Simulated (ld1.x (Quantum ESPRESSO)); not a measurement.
**What one change does to a pseudopotential (Ga (Z = 31), ultrasoft)**

ld1.x (Quantum ESPRESSO) 7.5 input, shortened:

```
&input
   title='Ga', zed=31., rel=1, dft='PBE', iswitch=3,
   config='[Ar] 3d10 4s1 4p0'
 /
 &inputp
   pseudotype=3, tm=.true., lloc=-1, rcloc=2.05,
   nlcc=.false.,
   which_augfun='PSQ', rmatch_augfun_nc=.true.
 /
4
4S  1  0   1.00   0.00  1.65  1.85  0.0
4S  1  0   0.00  -1.15  1.65  1.85  0.0
4P  2  1   0.00   0.00  2.00  2.35  0.0
4P  2  1   0.00  -0.65  2.00  2.35  0.0
 &test
   configts(1)='4s1 4p0'
 /
```

All-electron outer shells of the reference configuration (PBE, scalar-relativistic, ld1.x):

```tsv
shell	level (eV)	outermost node (bohr)	outermost maximum (bohr)
4s	-26.07	0.80	1.78
4p	-17.74	0.86	2.12
```

Change: waves 4s (bound): rcut 1.65, rcutus 2.22 bohr; 4s channel at -1.15 Ry: rcut 1.65, rcutus 2.22 bohr.

Cutoffs: the cutoffs (Ry, on a coarse ladder) from which the occupation-weighted sum of valence levels, in a spherical-Bessel basis at the reference potential, stays within 10 and 1 mRy of its value at 400 Ry; they do not see the model core or the augmentation charge, which bear on the density cutoff. Errors are all-electron minus pseudo energies relative to the spin-unpolarised reference configuration.

Question: How do hardness, ghosts and transferability respond?

Answer: Both files are very soft, the changed one slightly softer (loose and tight cutoff 8 and 12 Ry → 6 and 6 Ry on this coarse ladder); the errors of the 7 common tests hardly move; neither file shows a bound ghost.

| quantity | base | changed |
| --- | --- | --- |
| cutoff, loose | 8 Ry | 6 Ry |
| cutoff, tight | 12 Ry | 6 Ry |
| bound ghosts | none | none |
| error for 4s2 4p1, meV [ΔE -26.82 eV] | +259 | +264 |
| error for 4s2 4p0, meV [ΔE -21.13 eV] | +135 | +139 |
| error for 4s2 4p0.5, meV [ΔE -24.79 eV] | +203 | +207 |
| error for 4s2 4p1.3, meV [ΔE -27.35 eV] | +283 | +288 |
| error for 4s1 4p2, meV [ΔE -20.28 eV] | +260 | +264 |
| error for 4s1 4p1, meV [ΔE -13.76 eV] | +120 | +122 |
| error for 4s0 4p3, meV [ΔE -13.44 eV] | +331 | +331 |
| s: phases at 2.55 bohr within 0.05 rad from the reference energy up to (Ry; the scan ends near 5) | 2.4 | 1.9 |
| p: phases at 2.55 bohr within 0.05 rad from the reference energy up to (Ry; the scan ends near 5) | 2.8 | 2.8 |
| lowest overlap eigenvalue by channel | s 0.42, p 0.68 | s 0.38, p 0.68 |
